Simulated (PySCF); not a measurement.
# Two structures, one formula

The two ends of one reaction step of GaH₃S, closed shell (PBE0-D4/def2-TZVP).

A:

```
5
angstrom
Ga -0.7059 -0.3144 1.8681
S 0.3885 -0.4958 -0.7401
H 1.7078 -0.2600 -0.6452
H -1.9715 0.1164 0.8321
H 0.1130 0.7558 -1.1352
```

B:

```
5
angstrom
Ga -0.1906 -0.5858 0.2776
S -0.3865 1.2552 -0.9083
H 1.1787 -0.8702 0.9697
H -1.4661 -1.4800 0.3331
H 0.8700 1.6727 -0.6840
```

Program: PySCF 2.14 with density fitting (its default auxiliary sets; JK sets also for MP2 and CCSD(T)). Basis: def2-TZVPP. Cores are frozen in the correlated methods. Filled d shells of the heavier atoms are correlated. The def2 sets are not built for correlating such inner shells, so the correlated values are less sure here. B3LYP uses VWN-RPA correlation.

Task: Which structure is lower at CCSD(T), and by how much? (To be estimated.)

Result: By the calculation: B, by 36.84 kcal/mol (electronic energy, against the other). By their contacts, A is a complex of GaH + H₂S and B is GaH₃S ([SH][GaH2]).

All methods give the same order:

```
   method  E(B) − E(A) (kcal/mol)
    SPW92                  -36.02
   PBE-D4                  -32.23
r2SCAN-D4                  -37.76
  PBE0-D4                  -35.07
 B3LYP-D4                  -30.74
 BHLYP-D4                  -33.79
  wB97M-V                  -33.66
       HF                  -35.86
      MP2                  -40.36
     CCSD                  -36.51
  CCSD(T)                  -36.84
```

The T1 diagnostic stays at or below 0.014. The restricted Hartree–Fock reference is unstable towards an unrestricted one at one or more of these structures.

Labels in which every atom is bracketed show which atoms are joined, not bond orders.

For scale, one of the runs: CCSD(T)/def2-TZVPP, 132 basis functions, launched by `OMP_NUM_THREADS=4 python run.py`. Time: 58 s of wall clock on 4 CPU threads of an Arm Neoverse V2; the host was shared. Peak host memory: 0.72 GiB.
